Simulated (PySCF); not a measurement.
PySCF 2.14 output of an unrestricted LDA calculation on a single atom or ion in aug-cc-pCVTZ-DK (7s6p4d2f, 59 functions), with the spin-free X2C one-electron Hamiltonian (Gaussian nucleus):

```
SCF conv_tol = 1e-09
number electrons alpha = 5  beta = 4
    P. A. M. Dirac.,  Math. Proc. Cambridge Philos. Soc. 26, 376 (1930)
    F. Bloch.,  Z. Phys. 57, 545 (1929)
    S. H. Vosko, L. Wilk, and M. Nusair.,  Can. J. Phys. 58, 1200 (1980)
cycle= 1 E= -98.5167981781255  delta_E= -0.0126  |g|= 0.0302  |ddm|= 0.266
cycle= 2 E= -98.516911321559  delta_E= -0.000113  |g|= 0.0195  |ddm|= 0.0509
cycle= 3 E= -98.516977979428  delta_E= -6.67e-05  |g|= 0.0107  |ddm|= 0.0294
cycle= 4 E= -98.5170087360532  delta_E= -3.08e-05  |g|= 0.000579  |ddm|= 0.0112
cycle= 5 E= -98.5170088750921  delta_E= -1.39e-07  |g|= 9.95e-05  |ddm|= 0.00103
cycle= 6 E= -98.5170088779905  delta_E= -2.9e-09  |g|= 9.49e-07  |ddm|= 0.000101
cycle= 7 E= -98.517008877991  delta_E= -5.54e-13  |g|= 9.87e-09  |ddm|= 1.7e-06
converged SCF energy = -98.517008877991  <S^2> = 0.75338517  2S+1 = 2.0033823
```

The run itself started from symmetry-adapted Hartree-Fock orbitals and held the occupation by maximum overlap, on a logarithmic radial grid, so the iterations belong to that start.

Problem. Which element, charge and spin multiplicity is this?

Solution. F (fluorine, neutral), multiplicity 2; the state was [He] 2s1 2p6, 2S determinant (an excited configuration).
